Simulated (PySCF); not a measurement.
H4F2OSi2 (SMILES O[Si](F)(F)[SiH3]), singlet, at a GFN2-xTB geometry; MP2/def2-SVP (PySCF).

The PySCF input:
```python
from pyscf import gto, scf, mp

mol = gto.Mole()
mol.atom = '''
    O    -0.78925999    0.81095077   -1.36203942
    Si   -0.35781682   -0.06572688   -0.08539671
    F    -0.74336833   -1.59853305   -0.38462310
    F    -1.42529929    0.20765253    1.08649939
    Si    1.82324342    0.34619478    0.42082349
    H    -1.66665477    0.78898271   -1.74180188
    H     2.02891960    1.75634343    0.76517673
    H     2.25437275   -0.46040458    1.56814923
    H     2.69947856    0.01884650   -0.70807027
'''
mol.basis = 'def2-svp'
mol.verbose = 4
mol.max_memory = 1800
mol.build()

mf = scf.RHF(mol)
mf.kernel()

pt = mp.MP2(mf, frozen=13)
pt.kernel()
print('E(MP2) = %.10f' % pt.e_tot)
```

What the program printed (banner, timings and long lists left out):

```
PySCF version 2.14.0

[INPUT] verbose = 4
[INPUT] num. atoms = 9
[INPUT] num. electrons = 58
[INPUT] charge = 0
[INPUT] spin (= nelec alpha-beta = 2S) = 0
[INPUT] symmetry False subgroup None
[INPUT] Mole.unit = angstrom
[INPUT] Symbol           X                Y                Z      unit          X                Y                Z       unit  Magmom
[INPUT]  1 O     -0.789259990000   0.810950770000  -1.362039420000 AA   -1.491485222177   1.532474855805  -2.573881474661 Bohr   0.0
[INPUT]  2 Si    -0.357816820000  -0.065726880000  -0.085396710000 AA   -0.676175792563  -0.124205802222  -0.161376393839 Bohr   0.0
[INPUT]  3 F     -0.743368330000  -1.598533050000  -0.384623100000 AA   -1.404762553375  -3.020789665566  -0.726832320181 Bohr   0.0
[INPUT]  4 F     -1.425299290000   0.207652530000   1.086499390000 AA   -2.693425303637   0.392406410773   2.053186281607 Bohr   0.0
[INPUT]  5 Si     1.823243420000   0.346194780000   0.420823490000 AA    3.445430722215   0.654213319954   0.795241142884 Bohr   0.0
[INPUT]  6 H     -1.666654770000   0.788982710000  -1.741801880000 AA   -3.149521059500   1.490961238917  -3.291528516453 Bohr   0.0
[INPUT]  7 H      2.028919600000   1.756343430000   0.765176730000 AA    3.834102372762   3.319008063379   1.445974456590 Bohr   0.0
[INPUT]  8 H      2.254372750000  -0.460404580000   1.568149230000 AA    4.260147080183  -0.870038562695   2.963372567148 Bohr   0.0
[INPUT]  9 H      2.699478560000   0.018846500000  -0.708070270000 AA    5.101275157535   0.035614723407  -1.338058887247 Bohr   0.0

nuclear repulsion = 317.473746618713
number of shells = 46
number of NR pGTOs = 172
number of NR cGTOs = 98
basis = def2-svp
ecp = {}

******** <class 'pyscf.scf.hf.RHF'> ********
method = RHF
initial guess = minao
damping factor = 0
level_shift factor = 0
DIIS = <class 'pyscf.scf.diis.CDIIS'>
diis_start_cycle = 1
diis_space = 8
diis_damp = 0
SCF conv_tol = 1e-09
SCF conv_tol_grad = None
SCF max_cycles = 50
direct_scf = True
direct_scf_tol = 1e-13
Set gradient conv threshold to 3.16228e-05
Initial guess from minao.
init E= -853.794303375185
  HOMO = -0.361361709494997  LUMO = 0.0631595590268104  gap/eV = 11.55181
cycle= 1 E= -853.570094465319  delta_E= 0.224  |g|= 0.768  |ddm|= 2.74
  HOMO = -0.485320078478723  LUMO = 0.0814561573477501  gap/eV = 15.42277
cycle= 2 E= -853.66680372943  delta_E= -0.0967  |g|= 0.422  |ddm|= 0.843
  HOMO = -0.471016796694825  LUMO = 0.109096540955472  gap/eV = 15.78569
cycle= 3 E= -853.69745602885  delta_E= -0.0307  |g|= 0.0504  |ddm|= 0.292
  HOMO = -0.465122852041527  LUMO = 0.118725455659015  gap/eV = 15.88732
cycle= 4 E= -853.698507663454  delta_E= -0.00105  |g|= 0.00951  |ddm|= 0.0765
  HOMO = -0.468443589794422  LUMO = 0.117264496709502  gap/eV = 15.93793
cycle= 5 E= -853.698561508958  delta_E= -5.38e-05  |g|= 0.00184  |ddm|= 0.0207
  HOMO = -0.468390399578455  LUMO = 0.117362789127391  gap/eV = 15.93916
cycle= 6 E= -853.698563967623  delta_E= -2.46e-06  |g|= 0.000541  |ddm|= 0.00527
  HOMO = -0.468428296529723  LUMO = 0.117360537697921  gap/eV = 15.94013
cycle= 7 E= -853.698564088379  delta_E= -1.21e-07  |g|= 0.00019  |ddm|= 0.00111
  HOMO = -0.46843624055137  LUMO = 0.11735939539141  gap/eV = 15.94031
cycle= 8 E= -853.698564101086  delta_E= -1.27e-08  |g|= 4.66e-05  |ddm|= 0.000354
  HOMO = -0.468428576473618  LUMO = 0.117363589531938  gap/eV = 15.94022
cycle= 9 E= -853.698564101872  delta_E= -7.86e-10  |g|= 8.72e-06  |ddm|= 7.82e-05
  HOMO = -0.468428114112449  LUMO = 0.117363247266612  gap/eV = 15.94019
Extra cycle  E= -853.698564101909  delta_E= -3.75e-11  |g|= 3.64e-06  |ddm|= 1.39e-05
converged SCF energy = -853.698564101909

******** <class 'pyscf.mp.mp2.RMP2'> ********
nocc = 16, nmo = 85
frozen orbitals 13
E(RMP2) = -854.443778191929  E_corr = -0.74521409001926
E(SCS-RMP2) = -854.429110079655  E_corr = -0.730545977745416
E_corr(same-spin) = -0.188897227243495
E_corr(oppo-spin) = -0.556316862775765
E(MP2) = -854.4437781919
```
